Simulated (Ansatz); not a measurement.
Two structures of CH3BrCl (charge -1), singlet, reached by relaxing down either side of one saddle point (PBE0-D4/def2-TZVPD). Energies are electronic, without zero-point energy. Ansatz 0.2.0; basis: def2-TZVPPD and def2-QZVPPD; cores frozen in the correlated methods. Filled d shells of the heavier atoms are correlated. The def2 sets are not built for correlating such inner shells, so the correlated values are less sure here. Extrapolation: Hartree–Fock as exp(−7.88 √X), correlation as X^−2.97. First:

Br1  (-1.389, 1.118, 1.496)
C2  (-0.206, 0.166, 0.221)
Cl3  (1.627, -1.310, -1.752)
H4  (-0.212, 0.720, -0.708)
H5  (0.785, 0.136, 0.655)
H6  (-0.605, -0.831, 0.087)
(Å)

Second:

Br1  (-1.731, 1.394, 1.864)
C2  (0.254, -0.205, -0.274)
Cl3  (1.334, -1.074, -1.437)
H4  (-0.153, 0.671, -0.767)
H5  (0.840, 0.089, 0.590)
H6  (-0.545, -0.874, 0.024)
(Å)

(1) Which bonds change from the first to the second?

(2) Give the saddle point's structure and its height above each. (Judge from chemistry; the value comes from the calculation.)

T1 diagnostic: at most 0.015.

## Answers

(1) [CH₃Br ([CH3][Br]) + Cl]⁻ → [CH₃Cl ([CH3][Cl]) + Br]⁻; bonds formed: C2–Cl3; bonds broken: Br1–C2.

(2) Computed: 9.09 kcal/mol above the first and 15.41 kcal/mol above the second (CCSD(T) at an estimated basis limit (MP2 extrapolated from triple and quadruple zeta, plus CCSD(T) − MP2 in triple zeta)).
Br1  (-1.438, 1.158, 1.549)
C2  (-0.006, 0.005, 0.006)
Cl3  (1.403, -1.130, -1.511)
H4  (-0.195, 0.729, -0.762)
H5  (0.841, 0.122, 0.654)
H6  (-0.604, -0.883, 0.064)
(Å)

Labels in which every atom is bracketed show which atoms are joined, not bond orders.

For scale, one of the runs: CCSD(T)/def2-TZVPPD, 196 basis functions, launched by `ansatz run in.yaml --threads 4 --pin off --events-out ev --progress --plain --max-ram 9574MiB`. Hardware: 4 CPU threads of a Oxide Virtual Turin-like, shared host. Wall time 44 s; peak host memory 2.3 GiB.
